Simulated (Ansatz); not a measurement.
A nudged elastic band was laid between two geometries of CH5FSi + H2S (11 atoms, charge 0, multiplicity 1).

Theory: RKS revPBE-D4/def2-SVP (Ansatz 0.2.0).

```yaml
movable_images: 7
climbing_image: yes
spring: 5.0 eV/Å²
optimiser: quadratic models (default)
start_path: through a guess of the saddle point
force_threshold: 0.2 eV/Å
iteration_limit: 60
end_points: relaxed
```

Image 0:

```xyz
11
Properties=species:S:1:pos:R:3
Si -0.395 -0.236 -1.101
F 1.039 0.574 -1.323
H -0.704 -0.915 -2.408
H -1.449 0.797 -0.809
C -0.206 -1.471 0.294
H 1.411 1.702 0.561
S 0.922 2.011 1.794
H 0.014 -0.943 1.243
H -1.144 -2.051 0.420
H 0.616 -2.185 0.082
H -0.104 2.717 1.246
```

Image 8:

```xyz
11
Properties=species:S:1:pos:R:3
Si -0.872 0.222 -0.258
F 2.328 0.285 -0.737
H -0.567 0.486 -1.703
H -2.352 0.383 -0.040
C -0.230 -1.437 0.350
H 1.881 0.874 -0.134
S 0.188 1.717 0.968
H -0.442 -1.574 1.429
H -0.702 -2.270 -0.210
H 0.864 -1.460 0.181
H -0.095 2.774 0.153
```

(1) Which bonds break or form, and what moves?

(2) What energy profile does the band end with?

(3) What is the geometry of the highest image?

Answers

(1) Bonds broken: Si1–F2, H6–S7. Bonds formed: Si1–S7, F2–H6. CH5FSi + H2S becomes CH6SSi + FH.

(2) It converged. The highest image is number 4 of 0 to 8, 144.4 kJ/mol above the first end and 96.3 kJ/mol above the last; the last end lies 48.1 kJ/mol above the first. The threshold of 0.2 eV/Å is loose, so the images may lie well off the minimum-energy path. The order of the stationary point at the top wasn't checked. The orbitals stay closed-shell, which can raise the energy where a bond breaks towards radicals; this wasn't checked here.

```csv
image,path coordinate (Å),energy (kJ/mol),Si1–F2 (Å),H6–S7 (Å),Si1–S7 (Å)
0,0.00,0.0,1.66,1.36,3.89
1,0.65,1.3,1.66,1.36,3.76
2,1.29,14.5,1.67,1.37,3.42
3,1.94,75.5,1.73,1.40,2.95
4,2.59,144.4,1.98,1.60,2.52
5,3.16,99.8,2.42,1.88,2.31
6,3.72,60.7,2.87,2.06,2.23
7,4.29,50.7,3.16,2.18,2.21
8,4.86,48.1,3.24,2.19,2.20
```

(3) 
```xyz
11
Properties=species:S:1:pos:R:3
Si -0.430 0.124 -0.551
F 1.498 0.493 -0.785
H -0.429 0.046 -2.057
H -1.838 0.628 -0.299
C -0.181 -1.521 0.328
H 1.408 1.193 0.173
S 0.328 1.761 1.210
H 0.027 -1.371 1.406
H -1.098 -2.140 0.245
H 0.670 -2.068 -0.119
H 0.044 2.855 0.449
```

Time of the run: 75 s on 2 threads of Intel(R) Xeon(R) Platinum 8488C (Sapphire Rapids), with other jobs on the host, peak memory 0.16 GiB.
